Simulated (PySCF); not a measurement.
Compound: F2GeH3P.
Bonds: F1–P2, P2–F3, P2–Ge4. Hydrogens: H5, H6, H7 on Ge4.

All values: CAM-B3LYP/def2-SVPD (PySCF, non-relativistic), on one gas-phase PBE0-D3(BJ)/def2-SVP geometry that isn't relaxed in the solvent. The solvent is an IEF-PCM continuum (Bondi radii, 1.10 Å for H, scaled by 1.2), and excitations are vertical TDDFT with non-equilibrium linear response and a frozen core. Specific hydrogen bonds and non-electrostatic terms are outside this model. Spin–orbit coupling is left out although an atom past zinc is present.

Gas-phase singlets (H = HOMO, L = LUMO):

```tsv
state	E (eV)	λ (nm)	f	leading configurations
S1	4.867	255	0.004	H→L 98%
S2	5.609	221	0.127	H→L+1 80%, H→L+2 9%
S3	6.727	184	0.203	H→L+3 80%, H→L+2 14%
S4	6.968	178	0.222	H→L+2 74%, H→L+1 14%
S5	7.726	160	0.003	H→L+4 96%
```

Q: Give the list for acetone (ε = 20.49), n² = 1.85.

A: 
| state | E (eV) | λ (nm) | f | leading configurations | change by rank (eV) |
| --- | --- | --- | --- | --- | --- |
| S1 | 4.906 | 253 | 0.005 | H→L 98% | +0.039 |
| S2 | 5.564 | 223 | 0.190 | H→L+1 86% | -0.045 |
| S3 | 6.787 | 183 | 0.337 | H→L+3 90% | +0.060 |
| S4 | 6.994 | 177 | 0.155 | H→L+2 89% | +0.026 |
| S5 | 7.807 | 159 | 0.005 | H→L+4 95% | +0.081 |

Q: The ground-state energy changes by -0.106 eV from gas to acetone. By how much does the total energy of gas-phase S1 change?

A: E(S1) = E(S0) + excitation energy, so it changes by -0.106 + 0.039 = -0.067 eV: it is lowered less than the ground state, which is what a blue shift means. This is the vertical state, with the slow part of the continuum still set for S0.

Q: How do the frontier levels move from gas to acetone?

A: 
```json
{"orbital": "LUMO+2", "gas (eV)": "0.93", "solvent (eV)": "1.13", "change (eV)": "+0.20", "Löwdin shares, gas": "Ge4 53 %, H6 12 %, H7 12 %, P2 9 %", "Löwdin shares, solvent": "Ge4 53 %, H6 11 %, H7 11 %, P2 8 %"}
{"orbital": "LUMO+1", "gas (eV)": "0.17", "solvent (eV)": "0.40", "change (eV)": "+0.23", "Löwdin shares, gas": "P2 40 %, Ge4 29 %, H5 11 %, F1 7 %", "Löwdin shares, solvent": "P2 42 %, Ge4 26 %, H5 11 %, F1 8 %"}
{"orbital": "LUMO", "gas (eV)": "0.13", "solvent (eV)": "0.37", "change (eV)": "+0.24", "Löwdin shares, gas": "P2 47 %, Ge4 19 %, F3 14 %, F1 14 %", "Löwdin shares, solvent": "P2 46 %, Ge4 19 %, F3 14 %, F1 14 %"}
{"orbital": "HOMO", "gas (eV)": "-8.68", "solvent (eV)": "-8.51", "change (eV)": "+0.17", "Löwdin shares, gas": "P2 49 %, Ge4 20 %, F3 12 %, F1 12 %", "Löwdin shares, solvent": "P2 49 %, Ge4 20 %, F3 12 %, F1 12 %"}
{"orbital": "HOMO-1", "gas (eV)": "-11.45", "solvent (eV)": "-11.16", "change (eV)": "+0.29", "Löwdin shares, gas": "Ge4 42 %, H5 29 %, H6 12 %, H7 10 %", "Löwdin shares, solvent": "Ge4 43 %, H5 29 %, H6 14 %, H7 8 %"}
{"orbital": "HOMO-2", "gas (eV)": "-11.51", "solvent (eV)": "-11.18", "change (eV)": "+0.33", "Löwdin shares, gas": "Ge4 44 %, H7 26 %, H6 24 %", "Löwdin shares, solvent": "Ge4 44 %, H7 28 %, H6 21 %"}
{"orbital": "HOMO-3", "gas (eV)": "-12.58", "solvent (eV)": "-12.43", "change (eV)": "+0.15", "Löwdin shares, gas": "P2 35 %, F1 21 %, F3 20 %, Ge4 15 %", "Löwdin shares, solvent": "P2 37 %, F1 20 %, F3 20 %, Ge4 15 %"}
```

The HOMO–LUMO gap goes from 8.81 to 8.88 eV.
